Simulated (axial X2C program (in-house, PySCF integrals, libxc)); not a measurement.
# Nuclear properties of MoC⁻

Computed with an axial X2C code built on PySCF integrals: two-component X2C with atomic mean-field Coulomb and Gaunt terms, Gaussian nuclei, basis Mo dyall-acv3z, C dyall-av3z with contracted cores.

R = 1.685 Å (near the PBE0 minimum at charge -1 of the determinant lowest at the starting distance; the state shown can have its own minimum elsewhere).

Determinant lowest in the PBE0 search, Ω = 3/2 (⟨Sz⟩ = 1.50, ⟨Lz⟩ = 0.00 at PBE0), spin on the atoms Mo 1.82, C -0.32:

| level | Eeff magnitude (GV/cm) | Ws magnitude Mo (kHz) | A∥/gI Mo (MHz) | qzz Mo (a.u.) | A∥/gI C (MHz) | qzz C (a.u.) |
| --- | --- | --- | --- | --- | --- | --- |
| PBE0 | 3.64 | 1.2 | 464 | -0.97 | 1.83 | -0.21 |
| TPSSh | 3.56 | 1.18 | 497 | -1.12 | 0.613 | -0.20 |
| LDA | 3.14 | 1.02 | 751 | -1.54 | 8.93 | -0.23 |
| PBE50 | 4.2 | 1.4 | 283 | -0.74 | -6.65 | -0.20 |

Determinant 0.83 eV from it at PBE0 and this distance, Ω = 3/2 (⟨Sz⟩ = -0.50, ⟨Lz⟩ = 2.00 at PBE0), spin on the atoms Mo -0.62, C 0.13:

| level | Eeff magnitude (GV/cm) | Ws magnitude Mo (kHz) | A∥/gI Mo (MHz) | qzz Mo (a.u.) | A∥/gI C (MHz) | qzz C (a.u.) |
| --- | --- | --- | --- | --- | --- | --- |
| PBE0 | 0.0754 | 0.0268 | 406 | -3.69 | 2.64 | -0.38 |
| HF | 2.77 | 0.883 | 552 | -2.95 | 50 | -0.28 |
| TPSSh | 0.0682 | 0.0294 | 424 | -3.89 | 4.51 | -0.36 |
| LDA | 0.115 | 0.037 | 446 | -4.20 | 4.48 | -0.37 |
| PBE50 | 0.132 | 0.0503 | 422 | -3.33 | 2.2 | -0.39 |

Eeff is the effective electric field on the electron electric dipole moment in this Ω state and Ws the scalar–pseudoscalar constant of the nucleus named (defined with the proton number Z and per Ω); A∥ (defined per Ω) follows by multiplying with gI = μI/(I μN); qzz is the electric field gradient, eQq0 = 234.96 MHz × Q/barn × qzz. The operators were transformed with the bare-nucleus X2C matrices; with these basis sets, hyperfine constants and field gradients can be off by tens of per cent, and where levels differ in sign neither size nor sign is settled.

Each state is one determinant with collinear spin, which with several unpaired electrons need not be a pure state. Unrestricted Hartree–Fock can overshoot spin polarisation at the nuclei. In the state Ω = 3/2 the sign of Eeff differs between levels (HF against PBE0). For an anion, determinants above electron detachment, or with a positive highest level, are held by the basis set. This is the top spin component of a Σ state; components of lower Ω are not single determinants and can lie lower. With several open shells hyperfine constants can be off by a factor of several. Where Eeff spreads by more than a factor of two the levels disagree and none is to be relied on. In the state Ω = 3/2 the atomic spins oppose each other (1.82, -0.32): a broken-symmetry determinant whose values are not spin-projected. Left out as unconverged or as another state under the same occupation: HF in at least one table. The search compared states at one distance, so a state with another bond length can lie lower. The sign of Ws at Mo differs between levels in the second state. Further determinants of the search, some of them spin-mixed, are not shown. Where a field gradient or hyperfine factor spreads by more than a factor of two over the levels, a constant derived from it is not to be relied on. PBE0 term energies can be off by some tenths of an eV.
